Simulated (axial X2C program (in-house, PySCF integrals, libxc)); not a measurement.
**TlSi at several levels of theory**

Computed with an in-house all-electron X2C program for linear molecules (integrals from PySCF). Spin-free means the one-electron spin-free X2C Hamiltonian; two-component (2c) means X2C with spin–orbit coupling and atomic mean-field two-electron Coulomb and Gaunt terms, so the difference of the two also holds small scalar two-electron terms. Basis: Tl dyall-cv3z [12s14p10d7f1g], Si dyall-v3z [8s7p2d1f] (cores contracted in-house); Gaussian nuclei, density fitting, unrestricted open shells. Masses: Tl 204.974 u, Si 27.977 u.

Input:
```json
{"zs": [81, 14], "q": 0, "bas": ["dyall-cv3z", "dyall-v3z"], "levels": ["PBE0", "HF", "B3LYP", "TPSS", "PBE"], "cc": true, "r0": 2.6, "thr": -2.0, "nmax": 140}
```
```bash
python so2c.py task.json out
```

Keys: zs atomic numbers; q charge; bas basis sets; levels methods; cc coupled cluster on or off; r0 starting distance in Å; thr threshold in hartree for freezing inner shells (an s shell follows its p shell); nmax most natural virtual spinors. HF also brings MP2.

State, spin-free: M_S = 3/2, Λ = 0 (beyond evenly filled blocks: σα, π+α, π-α); electrons by block: σα: 19, σβ: 18, π+α: 10, π+β: 9, π-α: 10, π-β: 9, δ+α: 4, δ+β: 4, δ-α: 4, δ-β: 4, φ+α: 1, φ+β: 1, φ-α: 1, φ-β: 1. Fragments: Tl + Si.

State, 2c: Ω = 3/2 (⟨Sz⟩ = 1.43, ⟨Lz⟩ = 0.07 at PBE0); electrons by block: 1/2: 28, -1/2: 28, 3/2: 14, -3/2: 13, 5/2: 5, -5/2: 5, 7/2: 1, -7/2: 1. Fragments: Tl + Si.

| Hamiltonian | level | Re (Å) | ωe (cm⁻¹) | ωexe (cm⁻¹) | Be (cm⁻¹) | De (eV) | k (mdyn/Å) | μ (D) |
| --- | --- | --- | --- | --- | --- | --- | --- | --- |
| spin-free | PBE0 | 2.663 | 233.2 | 0.769 | 0.09657 | 2.25 | 0.788 | -2.53 |
| spin-free | HF | 2.757 | 213.7 | 0.74 | 0.09006 | 1.37 | 0.662 | -3.61 |
| spin-free | MP2 | 2.647 | 241.5 | 0.655 | 0.09774 | 2.12 | 0.846 | n/a |
| spin-free | CCSD | 2.686 | 230.5 | 0.687 | 0.09489 | 1.96 | 0.771 | n/a |
| spin-free | CCSD(T) | 2.677 | 233.4 | 0.683 | 0.09557 | 2.07 | 0.79 | n/a |
| spin-free | B3LYP | 2.699 | 220.4 | 0.766 | 0.09403 | 2.02 | 0.705 | -2.36 |
| spin-free | TPSS | 2.683 | 223.5 | 0.774 | 0.0951 | 2.31 | 0.724 | -2.53 |
| spin-free | PBE | 2.687 | 222.9 | 0.81 | 0.09484 | 2.37 | 0.72 | -2.30 |
| 2c | PBE0 | 2.636 | 233.3 | 0.809 | 0.09858 | 1.79 | 0.79 | -2.12 |
| 2c | HF | 2.735 | 212.4 | 0.882 | 0.09154 | 0.812 | 0.654 | -3.26 |
| 2c | MP2 | 2.616 | 247.3 | 0.638 | 0.1001 | 1.62 | 0.887 | n/a |
| 2c | CCSD | 2.660 | 232.1 | 0.698 | 0.09678 | 1.44 | 0.781 | n/a |
| 2c | CCSD(T) | 2.651 | 234.8 | 0.665 | 0.09747 | 1.56 | 0.8 | n/a |
| 2c | TPSS | 2.659 | 222.7 | 0.837 | 0.09687 | 1.93 | 0.72 | -2.17 |
| 2c | PBE | 2.661 | 221.5 | 0.861 | 0.09668 | 1.95 | 0.712 | -1.93 |

Correlated methods: 17 electrons correlated (number of frozen shells: Tl 5 s, 4 p, 2 d, 1 f; Si 2 s, 1 p), 245 virtual spin orbitals or spinors in MP2, 140 natural virtuals in coupled cluster.

Dipoles are positive if Si is the positive end.

The state is a single determinant with fixed occupations, the lowest that a limited PBE0 search found. De is counted from the lowest determinant-based energies of the atoms at the same level, without counterpoise correction. Density functionals use the spin component along the axis (collinear). CCSD and (T) use frozen natural virtuals with an MP2 correction for the truncation; (T) itself is uncorrected, so its De runs slightly low. In 2c an atomic determinant is not the ground J level, so De misses part of the atomic spin–orbit lowering. This holds for PBE0, MP2, CCSD, CCSD(T), TPSS, PBE. PBE0 can misorder states that lie within some tenths of an eV, so this need not be the ground state of the molecule. The nearest other spin-free determinant of the search, M_S = 1/2, Λ = 0, lies 0.36 eV up at the distance of the search. Without a current term, density functionals place determinants with orbital angular momentum somewhat too high. With several unpaired electrons one determinant need not be a pure state. Some points did not converge and are left out. This is the top spin component of a Σ state; components of lower Ω are not single determinants and can lie lower. The stretched end of a curve changes character and is left out.

No reliable constants came from B3LYP (2c): no minimum in range, unconverged points, a curve that is not smooth, a change of character along it, or the two Hamiltonians disagreeing along it.

Rough cost a point (2c) on 2 thread(s) of a shared host, integrals apart: PBE0 5 s, HF 4 s, CCSD(T) 120 s, TPSS 4 s, PBE 2.1 s.

The whole task took 40 min on 2 threads of Intel(R) Xeon(R) Processor @ 2.50GHz (Skylake/Cascade Lake), on a shared host.
